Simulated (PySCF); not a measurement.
A GIAO shielding run with PySCF (density fitting, non-relativistic, gas phase) on SMILES O(C)[Si@@H](Cl)CC1CC1, C5H11ClOSi:

```
$ OMP_NUM_THREADS=1 python probes_run.py task.json out

{"job": {"kind": "nmr", "xc": "PBE0", "basis": "pcSseg-1"}, "charge": 0, "multiplicity": 1}
C      3.219721    -0.082340    -0.602414
O      1.875891     0.189029    -0.312856
Si     1.119744     0.271099     1.115527
Cl     2.108698     1.547837     2.342985
C     -0.599987     0.930794     0.674946
C     -1.339128     0.011826    -0.267902
C     -2.836392    -0.035128    -0.255003
C     -2.042796    -1.194650     0.270423
H      3.881120     0.515134     0.028081
H      3.392119     0.166881    -1.649394
H      3.436757    -1.139697    -0.439240
H      1.105323    -1.019197     1.804026
H     -0.524692     1.922302     0.221408
H     -1.182025     1.050034     1.589309
H     -0.852361    -0.095537    -1.228757
H     -3.358290     0.584699     0.458521
H     -3.360996    -0.152979    -1.190877
H     -2.024143    -2.108148    -0.303800
H     -2.028368    -1.352708     1.338121
```

Hardware: 1 thread of an Arm Neoverse V2, shared host. The job also computes population analyses, field gradients, ring-centre shieldings.

(1) How large is the calculation?

(2) How long does it take, and how much memory does it need?

## Answers

(1) 80 electrons, 205 basis functions and 1108 auxiliary functions.

(2) 45 s of wall time, with 14 SCF cycles and 4 response iterations; peak memory 0.92 GiB. Times on a shared host scatter by some tens of per cent.
